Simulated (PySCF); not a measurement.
Species: C4H9NOSi.
SMILES with atom numbers: `[H]/[N:1]=[CH:2]\[Si@@H:3]1[CH2:4][CH2:5][CH2:6][O:7]1` (hydrogens: H8 on N1; H9 on C2; H10 on Si3; H11, H12 on C4; H13, H14 on C5; H15, H16 on C6)

The same species was optimised twice, with GFN2-xTB and with PBE0-D3(BJ)/def2-SVP (PySCF), and the same property calculations (PySCF, gas phase) were run on both structures.

```tsv
coordinate	GFN2-xTB	PBE0-D3(BJ)/def2-SVP	change
Si3–O7 (Å)	1.633	1.680	+0.047
Si3–C4 (Å)	1.905	1.888	-0.017
N1=C2 (Å)	1.257	1.274	+0.017
C4–C5 (Å)	1.527	1.537	+0.010
C2–Si3 (Å)	1.899	1.891	-0.008
C6–O7 (Å)	1.409	1.417	+0.008
C5–C6 (Å)	1.529	1.530	+0.001
C2–Si3–O7 (°)	110.1	112.8	+2.7
Si3–O7–C6 (°)	114.6	112.6	-2.0
N1–C2–Si3 (°)	127.4	125.6	-1.8
C2–Si3–C4 (°)	115.7	114.7	-1.0
C5–C6–O7 (°)	109.8	108.9	-0.9
C4–Si3–O7 (°)	94.7	95.5	+0.8
Si3–C4–C5 (°)	99.9	100.6	+0.7
C4–C5–C6 (°)	107.2	107.6	+0.4
N1–C2–Si3–C4 (°)	-114	-123	-9
```

Rotational constants: A = 5263, B = 1367, C = 1204 MHz (GFN2-xTB) against A = 5134, B = 1367, C = 1208 MHz (PBE0-D3(BJ)/def2-SVP). Point groups within 0.08 Å: C1 and C1.

On the GFN2-xTB structure: HOMO (eV) -6.95 [PBE0/pcSseg-1]; LUMO (eV) -0.92 [PBE0/pcSseg-1]; dipole (D) 3.04 [PBE0/pcSseg-1]; GIAO shielding of N1 (ppm) -187.5 [PBE0/pcSseg-1]; GIAO shielding of C2 (ppm) -7.9 [PBE0/pcSseg-1]; GIAO shielding of Si3 (ppm) 353.3 [PBE0/pcSseg-1]; GIAO shielding of C4 (ppm) 174.4 [PBE0/pcSseg-1]; GIAO shielding of C5 (ppm) 157.7 [PBE0/pcSseg-1]; GIAO shielding of C6 (ppm) 114.5 [PBE0/pcSseg-1]; GIAO shielding of O7 (ppm) 298.2 [PBE0/pcSseg-1].

What do these properties become on the PBE0-D3(BJ)/def2-SVP structure?

```csv
property,level,on GFN2-xTB,on PBE0-D3(BJ)/def2-SVP,change
HOMO (eV),PBE0/pcSseg-1,-6.95,-7.12,-0.17
LUMO (eV),PBE0/pcSseg-1,-0.92,-1.07,-0.15
dipole (D),PBE0/pcSseg-1,3.04,3.19,+0.15
"energy, GFN2-xTB geometry as zero (kcal/mol)",PBE0/pcSseg-1,0.0,-2.4,-2.4
GIAO shielding of N1 (ppm),PBE0/pcSseg-1,-187.5,-190.1,-2.6
GIAO shielding of C2 (ppm),PBE0/pcSseg-1,-7.9,-12.6,-4.7
GIAO shielding of Si3 (ppm),PBE0/pcSseg-1,353.3,340.2,-13.1
GIAO shielding of C4 (ppm),PBE0/pcSseg-1,174.4,174.5,+0.1
GIAO shielding of C5 (ppm),PBE0/pcSseg-1,157.7,154.7,-3.0
GIAO shielding of C6 (ppm),PBE0/pcSseg-1,114.5,113.5,-1.0
GIAO shielding of O7 (ppm),PBE0/pcSseg-1,298.2,281.0,-17.2
```

The heavy atoms differ by 0.061 Å rms after alignment. Among bonds between heavy atoms Si3–O7 changes most (+0.047 Å). Changes are differences of the printed values. Neither structure is proved a minimum here.
